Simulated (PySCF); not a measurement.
**Two-component Hartree-Fock for Fe(2+) (iron, charge +2)**

Start: [Ar] 3d5 4s1; 3d5/2 filled at m_j = -3/2, -1/2, +1/2, +3/2, +5/2; 4s1/2 filled at m_j = +1/2. Calculated with PySCF 2.14 in x2c-TZVPall-2c (6s7p4d1f, 54 functions): generalised Hartree-Fock with the X2C-1e Hamiltonian and a Gaussian nucleus; one run each with spin-orbit coupling (SO) switched off, then screened by Boettger's factors. This is a chosen level, not necessarily the ground level.

```tsv
spinor shell	electrons	ε, spin-free (eV)	ε, screened SO (eV)	weight of nominal j (screened SO)	rms radius, screened SO (bohr)
1s1/2	2	-7201.3	-7201.2	1.000	0.0675
2s1/2	2	-909.38	-909.36	1.000	0.288
2p1/2	2	-775.02	-783.97	0.975	0.259
2p3/2	4	-775.02	-770.63	0.987	0.261
3s1/2	2	-141.36	-141.35	1.000	0.863
3p1/2	2	-100.32	-100.90	0.664	0.918
3p3/2	4	-100.32	-100.05	0.832	0.922
3d5/2	5	-44.861	-44.860	0.591	1.09
4s1/2	1	-26.011	-26.011	1.000	2.68
```

| quantity | spin-free | screened SO |
| --- | --- | --- |
| E (hartree) | -1270.44054 | -1270.46050 |
| M_J | 3 | 3 |
| ⟨J²⟩ | 12.001 | 12.001 |
| ⟨L²⟩ | 0.000 | 0.002 |
| ⟨S²⟩ | 12.001 | 11.998 |

Each row is a mean over spinors that exchange with the open shell spreads, by up to 16.003 eV (3p3/2).

Rows whose weight is well below 1 are mixtures of j = l ± 1/2: exchange outweighs spin-orbit coupling there, and the label is only the starting occupation.

Without spin-orbit coupling the j labels of p, d and f shells carry no meaning; the spin-free column gives the mean over the occupied spinors of each nl shell.
